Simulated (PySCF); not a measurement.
# Silicon: highly charged ions in a basis for the neutral atom

Si⁹⁺ [He] 2s2 2p1, Si¹⁰⁺ [He] 2s2. All numbers are calculated (PySCF 2.14, the non-relativistic Hamiltonian (point nucleus), in pcseg-2). No spin-orbit coupling, so a gap to NIST mixes the basis error with missing relativistic terms.

Changed run: basis of the neutral atom used for a highly charged ion. This setting is unsound on purpose.

```tsv
species	method	sound run (hartree)	changed run (hartree)	converged
Si⁹⁺	UHF	not run	-238.18673	yes
Si⁹⁺	B3LYP	not run	-238.30716	yes
Si⁹⁺	MN15	not run	-238.24775	yes
Si¹⁰⁺	UHF	not run	-223.60738	yes
Si¹⁰⁺	B3LYP	not run	-223.67396	yes
Si¹⁰⁺	MN15	not run	-223.67995	yes
```

Ionisation energy of Si⁹⁺:

```json
{"method": "UHF", "changed run (eV)": "396.72", "NIST (eV)": "401.38"}
{"method": "B3LYP", "changed run (eV)": "398.19", "NIST (eV)": "401.38"}
{"method": "MN15", "changed run (eV)": "396.41", "NIST (eV)": "401.38"}
```

The contracted functions were made for the neutral atom and can be too rigid for a highly charged ion.
